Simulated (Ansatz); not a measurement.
Basis sets compared for [GeH3]- (GeH₃⁻). Charge -1, multiplicity 1. Geometry r2SCAN-D4/def2-TZVPD. Ansatz on 4 threads of Arm Neoverse V1 on a shared host; times are rough, and most runs start from earlier orbitals.

```
atom   x (Å)   y (Å)   z (Å)
 Ge1   0.670  -0.052   0.009
  H2  -0.145   0.845  -1.053
  H3  -0.202   0.510   1.242
  H4  -0.323  -1.304  -0.198
```

The 6-31G sets use Cartesian d functions. At PBE-D4/def2-SVPD, PBE-D4/def2-TZVPD, PBE0-D4/def2-SVPD, PBE0-D4/def2-TZVPD the highest occupied level of the charge -1 singlet lies above zero (up to 1.07 eV). By energy differences its removal costs 2.06 eV (vertical, to the charge 0 doublet, at CCSD(T)/def2-TZVPPD).

| level | functions | energy (Eh) | HOMO (eV) | LUMO (eV) | wall time |
| --- | --- | --- | --- | --- | --- |
| HF/6-31G | 35 | -2076.7247 | -1.88 | 9.33 | 0.15 s |
| PBE-D4/def2-SVPD | 62 | -2078.2136 | 1.07 | 4.37 | 0.3 s |
| PBE0-D4/def2-SVPD | 62 | -2078.2699 | 0.13 | 4.90 | 0.3 s |

Task: Estimate the rows for HF/def2-TZVPD, PBE-D4/def2-TZVPD, PBE0-D4/def2-TZVPD.

Result: 
```
             level  functions  energy (Eh)  HOMO (eV)  LUMO (eV)  wall time
     HF/def2-TZVPD         81   -2077.0811      -2.04       6.37     0.15 s
 PBE-D4/def2-TZVPD         81   -2078.4787       0.95       4.22     0.88 s
PBE0-D4/def2-TZVPD         81   -2078.5336       0.03       4.74     0.45 s
```
